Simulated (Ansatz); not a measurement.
Species: GaCl2, charge 0, multiplicity 2. It need not be the lowest isomer of its formula. 
Coordinates optimised at B3LYP-D3(BJ)/def2-TZVP (Ansatz, an electronic-structure program):
SMILES: [Cl][Ga][Cl]
```xyz
3

Ga     0.3971    -0.0046     0.4212
Cl     0.9893     0.3312    -1.6546
Cl    -1.7134    -0.3228     0.8864
```
Charge 0, spin multiplicity 2.

Basis-set convergence of Hartree-Fock and CCSD(T) correlation energies (hartree) with Ansatz. Valence correlation only, unless marked. Open shells are spin-unrestricted. No spin-orbit coupling. The frozen core is the preceding noble-gas configuration, with the filled d and f shells of earlier blocks. Non-relativistic.

```json
[
 {"basis": "def2-SVPD", "functions": "92", "E(HF)": "-2841.82468", "E(corr, CCSD(T))": "-0.36835"},
 {"basis": "def2-TZVPPD", "functions": "156", "E(HF)": "?", "E(corr, CCSD(T))": "?"}
]
```

Problem. Some entries are withheld; supply them.

Solution. 
- def2-TZVPPD, E(HF): -2842.37599
- def2-TZVPPD, E(corr, CCSD(T)): -0.48285
